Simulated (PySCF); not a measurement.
# Manganese: a sound run and one with changed settings

Sound run: Mn [Ar] 3d5 4s2, Mn⁺ [Ar] 3d5 4s1. Calculation: PySCF 2.14, in def2-SVP (5s3p2d1f, 31 functions); no relativity, point nucleus. In the sound run the correlated levels freeze [Ar]. The sound run starts from symmetry-adapted Hartree-Fock orbitals and uses a fine grid where one is needed.

A second run was set up differently.

```json
{"species": "Mn", "method": "MP2", "sound run (hartree)": "-1149.76876", "changed run (hartree)": "-1149.91759", "converged": "yes"}
{"species": "Mn⁺", "method": "MP2", "sound run (hartree)": "-1149.52611", "changed run (hartree)": "-1149.67170", "converged": "yes"}
```

Ionisation energy of Mn:

| method | sound run (eV) | changed run (eV) |
| --- | --- | --- |
| UHF | 5.954 | 5.954 |
| MP2 | 6.603 | 6.691 |
| SCS-MP2 | 6.723 | 6.744 |

(1) What was changed?
A. basis contracted for another Hamiltonian
B. a valence shell is frozen
C. level shift left on
D. all electrons correlated in a valence basis

Answers

(1) D. A valence basis has no tight correlating functions, so it recovers only part of the core correlation, and not evenly between atom and ion.
